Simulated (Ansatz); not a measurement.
Species: YCl (charge 0, singlet). 
Structure (B3LYP-D3(BJ)/def2-TZVP (Ansatz, a quantum-chemistry and plane-wave program) minimum search):
```xyz
2

Y      0.0000     0.0000    -0.7285
Cl     0.0000     0.0000     1.6713
```

Quantity: vertical electron affinity (to the doublet state of charge -1; a negative value means that the extra electron is unbound and the number depends on the basis; each state is the SCF solution reached for its spin; the UHF <S^2> is 1.29 for the doublet (pure: 0.75); for the doublet the Hartree-Fock reference is unstable and T1 is 0.071; for the singlet the Hartree-Fock reference is unstable and T1 is 0.013), in eV. Cores are frozen in the correlated levels unless marked. UHF or UKS for open shells. Spin-orbit coupling is left out. Frozen are the shells of the preceding noble gas and the d and f shells that filled before the atom's block. Past Kr the def2 sets carry scalar-relativistic core potentials. Anions need diffuse functions: def2-D sets add few. 

```
level                 program  vertical electron affinity (eV)
--------------------  -------  -------------------------------
SVWN5/def2-TZVPD       Ansatz                             0.52
PBE/def2-TZVPD         Ansatz                             0.54
r2SCAN/def2-TZVPD      Ansatz                             0.76
B3LYP/def2-TZVPD       Ansatz                             0.48
PBE0/def2-TZVPD        Ansatz                             0.56
BHLYP/def2-TZVPD       Ansatz                             0.35
CAM-B3LYP/def2-TZVPD   Ansatz                             0.40
wB97M-V/def2-TZVPD     Ansatz                             0.25
wB97X-V/def2-TZVPD     Ansatz                             0.33
wB97X/def2-TZVPD       Ansatz                             0.30
CCSD/def2-SVPD         Ansatz                             0.28
CCSD/def2-TZVPPD       Ansatz                             0.33
CCSD(T)/def2-SVPD      Ansatz                             0.31
CCSD(T)/def2-TZVPPD    Ansatz                             0.37
```
